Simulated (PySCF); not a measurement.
Molecule: SMILES C=C/C(F)=C(/C)Cl, C5H6ClF.

Bonds (- single, = double, # triple, : aromatic): C1=C2, C2-C3, C3-F4, C3=C5, C5-C6, C5-Cl7. C1 carries H8, H9; C2 carries H10; C6 carries H11, H12, H13. Stereochemistry as in C=C/C(F)=C(/C)Cl. H9 is cis to C3; H8 is trans to C3.

Frames of a GFN2-xTB Langevin trajectory at 300 K; GIAO PBE0/pcSseg-1 shieldings in PySCF 2.14, gas phase, non-relativistic; equivalent atoms averaged within each frame.

Shifts are taken against calculated references (same method and geometry level): TMS for 13C (σ = 186.93 ppm) and 1H (σ = 31.72 ppm); 19F (σ = 170.95 ppm) against CFCl3; 35Cl (σ = 949.78 ppm) against HCl. The references are static minima.

Q: How do the shifts (ppm) fluctuate along the trajectory?

A: 
```csv
time (fs),C3,C5,C2,C1,C6,F4,Cl7,H9,H10,H8
optimised geometry,164.4,130.3,132.0,123.9,21.3,-137.9,190,5.97,7.05,5.68
250,166.7,132.9,129.0,123.7,21.5,-120.3,185,6.64,6.56,4.95
425,170.5,134.8,138.5,129.4,21.7,-128.2,203,4.92,7.83,5.95
625,162.0,126.0,144.4,130.3,22.8,-133.5,215,6.52,8.32,6.25
800,165.1,127.0,133.2,126.7,22.0,-113.6,213,6.48,7.34,5.92
1000,165.3,135.6,132.1,122.3,20.2,-127.4,215,6.35,7.26,4.79
mean of frames,165.9,131.2,135.4,126.5,21.6,-124.6,206,6.18,7.46,5.57
standard deviation,3.1,4.5,6.1,3.5,0.9,7.7,13,0.71,0.66,0.66
```

5 frames give an uncertainty of the mean of about the standard deviation over 2.2 at best, since frames this close in time may not be independent; classical motion lacks zero-point vibration, and the reference would need the same averaging.
